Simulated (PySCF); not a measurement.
Species: C9H10.
Numbering: `[CH3:1][C:2]#[C:3][C@@H:4]1[CH:5]=[C:6]1[CH:7]1[CH2:8][CH2:9]1`

Definitions: NICS(0) = −σiso at the ring centroid; NICS(1) = −σiso and NICS(1)zz = −σzz at ±1 Å along the ring normal z. Level: GIAO PBE0/pcSseg-1 (PySCF, non-relativistic, gas phase) on the GFN2-xTB geometry, one conformer.

Rings: 1. C4–C5–C6; 2. C7–C8–C9.

```
set  NICS(0)  NICS(1), two faces  NICS(1)zz, two faces
  P    -33.0         -7.1 / -8.4         -13.8 / -17.2
  Q    -43.2         -8.1 / -6.9         -23.8 / -20.9
```

Which set (ppm) belongs to which ring?

P = 1, Q = 2.
- 1 (3-membered carbocycle; formal bonds 1 double, 2 single): mean NICS(1)zz -15.5 ppm, shielded. C4 has four or more neighbours, so the value isn't read as a sign of a π ring current.
- 2 (3-membered carbocycle; formal bonds all single): mean NICS(1)zz -22.4 ppm, shielded. C7, C8, C9 have four or more neighbours, and the NICS criterion for π rings isn't applied.

How do the rings differ in shape?

```csv
ring,bond lengths (Å),rms pucker (Å),HOMA,nearest outside atom to a NICS(1) probe (Å)
1,"1.510, 1.303, 1.511",0.00,–,hydrogen 1.50
2,"1.511, 1.490, 1.511",0.00,–,hydrogen 1.45
```

The values belong to the conformer `[CH3:1][C:2]#[C:3][C@@H:4]1[CH:5]=[C:6]1[CH:7]1[CH2:8][CH2:9]1`: C5–C6–C7–C8 -34°.
